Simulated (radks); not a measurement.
Q: The mean radii <r> (bohr) of the occupied orbitals of an atom or ion are listed with their occupations. All-electron calculation, Dirac Kohn-Sham, PBE, spin-unpolarised, spherical densities, finite nucleus; Fermi nuclear charge, rms radius of each element as measured or else 0.836 A^(1/3) + 0.57 fm. Program: a radial shooting solver on a logarithmic mesh with Libxc functionals.

orbital  occ.      <r>
1s1/2       2  0.01899
2s1/2       2  0.07977
2p1/2       2  0.06612
2p3/2       4  0.07384
3s1/2       2   0.2081
3p1/2       2   0.1980
3p3/2       4   0.2124
3d3/2       4   0.1862
3d5/2       6   0.1907
4s1/2       2   0.4664
4p1/2       2   0.4721
4p3/2       4   0.5039
4d3/2       4   0.5208
4d5/2       6   0.5313
5s1/2       2    1.011
4f5/2       6   0.5867
4f7/2       6   0.5928

Name the element and its charge. Open shells, if any, fill j = l - 1/2 first.

A: Z = 72, hafnium, charge +12: Hf12+ in [Kr] 4d10 4f12 5s2. The 1s radius gives Z: for a bare nucleus <r> = (2 gamma + 1)/(2Z) with gamma = sqrt(1 - (Z/c)^2), 0.01876 bohr for Z = 72, and screening makes it slightly larger (0.01899 here). The occupations add up to 60, and the charge is Z minus that.
